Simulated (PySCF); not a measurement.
BGe2H8N, BGeH8NSi, BClGeH4N (calculated)

Calculation on a computer-drawn molecule: the log of a Hartree-Fock and frozen-core CCSD(T) single point meant for a local Hartree-Fock minimum, with one planted fault or none, to be diagnosed. Offsets are logged minus clean, where the clean run is the same molecule without the fault. The reference is restricted for singlets and unrestricted otherwise, and also for a bond in bohr or an excited solution. Adding or removing an electron swaps singlet and doublet. The excited solution moves the top pair (singlet) or top alpha electron (doublet) to the lowest empty orbital. Highest occupied and lowest empty are orbital energies over both spins, largest force is the largest gradient component, triples share is (T) over the correlation energy, the T1 limit is 0.02 restricted and 0.045 unrestricted, electrons count all cores, a negative frequency is imaginary (commonest isotopes), and the dipole is about the centre of nuclear charge; on germanium a core potential holds 10 electrons, which the energies leave out, and 3d is frozen in MP2 and coupled-cluster steps. Program: PySCF 2.14.0.

Common to all runs: meant charge 0; meant basis and core potential on germanium cc-pVDZ-PP ECP10MDF; logged SCF converged yes; possible faults no fault, one electron removed, one electron added, multiplicity raised by two, geometry at a saddle point, SCF held on an excited solution, minimal basis STO-3G, one bond length entered in bohr, all coordinates scaled.

(1) 
```xyz
12
formula=BGe2H8N meant_multiplicity=1 meant_basis=cc-pVDZ logged_electrons=85 logged_basis_functions=114 logged_spin_squared=0.7636 logged_highest_occupied=-1.4096 logged_lowest_empty=7.9066 logged_largest_force=0.037262 logged_T1_diagnostic=0.011583 logged_D1_diagnostic=0.027874 logged_triples_share=0.026632 logged_CC_converged=yes logged_dipole_magnitude=3.3966 logged_SCF_stable_within_its_kind=yes logged_energy_HF=-670.51598 logged_energy_CCSD(T)=-671.06596 planted_fault=one_electron_added HF_energy_offset_from_clean_run=-2.624 CCSD(T)_energy_offset_from_clean_run=-14.27
N     -0.3090    -1.4619     0.1821
Ge    -0.2450    -0.3095     1.6298
B      0.9787     1.3167     1.1838
Ge     1.7004     1.7322    -0.7328
H     -0.7142    -1.0581    -0.6458
H     -0.7955    -2.3234     0.3652
H     -1.6402     0.2058     2.0524
H      0.3147    -1.1361     2.7960
H      1.3096     2.0344     2.0866
H      3.0160     0.9621    -0.9251
H      0.7293     1.2830    -1.8344
H      1.9890     3.2253    -0.9449
```

Units: logged_highest_occupied, logged_lowest_empty in eV; logged_largest_force in hartree/bohr; logged_dipole_magnitude in debye; logged_energy_HF, logged_energy_CCSD(T) in hartree; HF_energy_offset_from_clean_run, CCSD(T)_energy_offset_from_clean_run in kcal/mol.

Drawn bonds:
| atom | other atom | order |
| --- | --- | --- |
| 1 | 2 | 1 |
| 2 | 3 | 1 |
| 3 | 4 | 1 |
| 1 | 5 | 1 |
| 1 | 6 | 1 |
| 2 | 7 | 1 |
| 2 | 8 | 1 |
| 3 | 9 | 1 |
| 4 | 10 | 1 |
| 4 | 11 | 1 |
| 4 | 12 | 1 |

(2) 
```xyz
12
formula=BGe2H8N meant_multiplicity=1 meant_basis=cc-pVDZ logged_electrons=84 logged_basis_functions=114 logged_spin_squared=0.8612 logged_highest_occupied=-8.4999 logged_lowest_empty=0.72751 logged_largest_force=0.0083022 logged_T1_diagnostic=0.036399 logged_D1_diagnostic=0.18035 logged_triples_share=0.030791 logged_CC_converged=yes logged_dipole_magnitude=1.1705 logged_SCF_stable_within_its_kind=yes logged_energy_HF=-670.41191 logged_energy_CCSD(T)=-670.93042 planted_fault=one_bond_length_entered_in_bohr,row_11_of_the_drawn_bonds HF_energy_offset_from_clean_run=62.68 CCSD(T)_energy_offset_from_clean_run=70.78
N     -0.3090    -1.4619     0.1821
Ge    -0.2450    -0.3095     1.6298
B      0.9787     1.3167     1.1838
Ge     1.7004     1.7322    -0.7328
H     -0.7142    -1.0581    -0.6458
H     -0.7955    -2.3234     0.3652
H     -1.6402     0.2058     2.0524
H      0.3147    -1.1361     2.7960
H      1.3096     2.0344     2.0866
H      3.0160     0.9621    -0.9251
H      0.7293     1.2830    -1.8344
H      2.2458     4.5539    -1.1336
```

Units: logged_highest_occupied, logged_lowest_empty in eV; logged_largest_force in hartree/bohr; logged_dipole_magnitude in debye; logged_energy_HF, logged_energy_CCSD(T) in hartree; HF_energy_offset_from_clean_run, CCSD(T)_energy_offset_from_clean_run in kcal/mol.

Drawn bonds:
| atom | other atom | order |
| --- | --- | --- |
| 1 | 2 | 1 |
| 2 | 3 | 1 |
| 3 | 4 | 1 |
| 1 | 5 | 1 |
| 1 | 6 | 1 |
| 2 | 7 | 1 |
| 2 | 8 | 1 |
| 3 | 9 | 1 |
| 4 | 10 | 1 |
| 4 | 11 | 1 |
| 4 | 12 | 1 |

(3) 
```xyz
12
formula=BGeH8NSi meant_multiplicity=1 meant_basis=cc-pV(D+d)Z logged_electrons=66 logged_basis_functions=114 logged_spin_squared=0 logged_highest_occupied=-5.6898 logged_lowest_empty=-3.1233 logged_largest_force=0.074586 logged_CC_converged=no logged_dipole_magnitude=3.0552 logged_SCF_stable_within_its_kind=no logged_energy_HF=-665.74985 planted_fault=SCF_held_on_an_excited_solution HF_energy_offset_from_clean_run=202.6
N      1.9863     2.5133     1.0069
Ge     2.3533     0.8753     0.2237
B      0.6459    -0.3206     0.2499
Si    -1.2036     0.3593     0.7793
H      1.2922     3.0544     0.5188
H      2.7946     3.1005     1.1264
H      3.4865     0.2611     1.0578
H      2.8656     1.0055    -1.2296
H      0.7895    -1.4806    -0.0257
H     -1.3088     0.2418     2.2574
H     -1.4034     1.7829     0.4089
H     -2.3019    -0.4294     0.1668
```

Units: logged_highest_occupied, logged_lowest_empty in eV; logged_largest_force in hartree/bohr; logged_dipole_magnitude in debye; logged_energy_HF in hartree; HF_energy_offset_from_clean_run in kcal/mol.

Drawn bonds:
| atom | other atom | order |
| --- | --- | --- |
| 1 | 2 | 1 |
| 2 | 3 | 1 |
| 3 | 4 | 1 |
| 1 | 5 | 1 |
| 1 | 6 | 1 |
| 2 | 7 | 1 |
| 2 | 8 | 1 |
| 3 | 9 | 1 |
| 4 | 10 | 1 |
| 4 | 11 | 1 |
| 4 | 12 | 1 |

Notes: CCSD not converged.

(4) 
```xyz
12
formula=BGeH8NSi meant_multiplicity=1 meant_basis=cc-pV(D+d)Z logged_electrons=66 logged_basis_functions=114 logged_spin_squared=2.0219 logged_highest_occupied=-7.6462 logged_lowest_empty=-1.6277 logged_largest_force=0.035958 logged_T1_diagnostic=0.018418 logged_D1_diagnostic=0.09678 logged_triples_share=0.027427 logged_CC_converged=yes logged_dipole_magnitude=2.152 logged_SCF_stable_within_its_kind=yes logged_energy_HF=-665.97273 logged_energy_CCSD(T)=-666.50681 planted_fault=multiplicity_raised_by_two HF_energy_offset_from_clean_run=62.71 CCSD(T)_energy_offset_from_clean_run=64.37
N      1.9863     2.5133     1.0069
Ge     2.3533     0.8753     0.2237
B      0.6459    -0.3206     0.2499
Si    -1.2036     0.3593     0.7793
H      1.2922     3.0544     0.5188
H      2.7946     3.1005     1.1264
H      3.4865     0.2611     1.0578
H      2.8656     1.0055    -1.2296
H      0.7895    -1.4806    -0.0257
H     -1.3088     0.2418     2.2574
H     -1.4034     1.7829     0.4089
H     -2.3019    -0.4294     0.1668
```

Units: logged_highest_occupied, logged_lowest_empty in eV; logged_largest_force in hartree/bohr; logged_dipole_magnitude in debye; logged_energy_HF, logged_energy_CCSD(T) in hartree; HF_energy_offset_from_clean_run, CCSD(T)_energy_offset_from_clean_run in kcal/mol.

Drawn bonds:
| atom | other atom | order |
| --- | --- | --- |
| 1 | 2 | 1 |
| 2 | 3 | 1 |
| 3 | 4 | 1 |
| 1 | 5 | 1 |
| 1 | 6 | 1 |
| 2 | 7 | 1 |
| 2 | 8 | 1 |
| 3 | 9 | 1 |
| 4 | 10 | 1 |
| 4 | 11 | 1 |
| 4 | 12 | 1 |

(5) 
```xyz
12
formula=BGeH8NSi meant_multiplicity=1 meant_basis=cc-pV(D+d)Z logged_electrons=65 logged_basis_functions=114 logged_spin_squared=0.7717 logged_highest_occupied=-15.307 logged_lowest_empty=-7.8681 logged_largest_force=0.067202 logged_dipole_magnitude=2.635 logged_SCF_stable_within_its_kind=yes logged_energy_HF=-665.73967 planted_fault=one_electron_removed HF_energy_offset_from_clean_run=209
N      1.9863     2.5133     1.0069
Ge     2.3533     0.8753     0.2237
B      0.6459    -0.3206     0.2499
Si    -1.2036     0.3593     0.7793
H      1.2922     3.0544     0.5188
H      2.7946     3.1005     1.1264
H      3.4865     0.2611     1.0578
H      2.8656     1.0055    -1.2296
H      0.7895    -1.4806    -0.0257
H     -1.3088     0.2418     2.2574
H     -1.4034     1.7829     0.4089
H     -2.3019    -0.4294     0.1668
```

Units: logged_highest_occupied, logged_lowest_empty in eV; logged_largest_force in hartree/bohr; logged_dipole_magnitude in debye; logged_energy_HF in hartree; HF_energy_offset_from_clean_run in kcal/mol.

Drawn bonds:
| atom | other atom | order |
| --- | --- | --- |
| 1 | 2 | 1 |
| 2 | 3 | 1 |
| 3 | 4 | 1 |
| 1 | 5 | 1 |
| 1 | 6 | 1 |
| 2 | 7 | 1 |
| 2 | 8 | 1 |
| 3 | 9 | 1 |
| 4 | 10 | 1 |
| 4 | 11 | 1 |
| 4 | 12 | 1 |

Notes: coupled-cluster numbers left out as unreliable.

(6) 
```xyz
8
formula=BClGeH4N meant_multiplicity=2 meant_basis=cc-pV(D+d)Z logged_electrons=65 logged_basis_functions=94 logged_spin_squared=0.7574 logged_highest_occupied=-8.7413 logged_lowest_empty=1.4011 logged_largest_force=1.694e-05 logged_lowest_frequency=48.068 logged_T1_diagnostic=0.015631 logged_D1_diagnostic=0.05359 logged_triples_share=0.027703 logged_CC_converged=yes logged_dipole_magnitude=1.5798 logged_SCF_stable_within_its_kind=yes logged_energy_HF=-834.32606 logged_energy_CCSD(T)=-834.85478 planted_fault=no_fault HF_energy_offset_from_clean_run=0 CCSD(T)_energy_offset_from_clean_run=0
N      2.0401     0.5975    -0.1672
Ge     0.3860     0.1318     0.5024
B     -0.8816    -0.1519    -1.1256
Cl    -2.6077     0.0615    -1.1943
H      2.4114    -0.0633    -0.8287
H      2.7401     0.7514     0.5388
H      0.3895    -1.1762     1.3192
H     -0.0593     1.2773     1.4174
```

Units: logged_highest_occupied, logged_lowest_empty in eV; logged_largest_force in hartree/bohr; logged_lowest_frequency in cm⁻¹; logged_dipole_magnitude in debye; logged_energy_HF, logged_energy_CCSD(T) in hartree; HF_energy_offset_from_clean_run, CCSD(T)_energy_offset_from_clean_run in kcal/mol.

Drawn bonds:
| atom | other atom | order |
| --- | --- | --- |
| 1 | 2 | 1 |
| 2 | 3 | 1 |
| 3 | 4 | 1 |
| 1 | 5 | 1 |
| 1 | 6 | 1 |
| 2 | 7 | 1 |
| 2 | 8 | 1 |
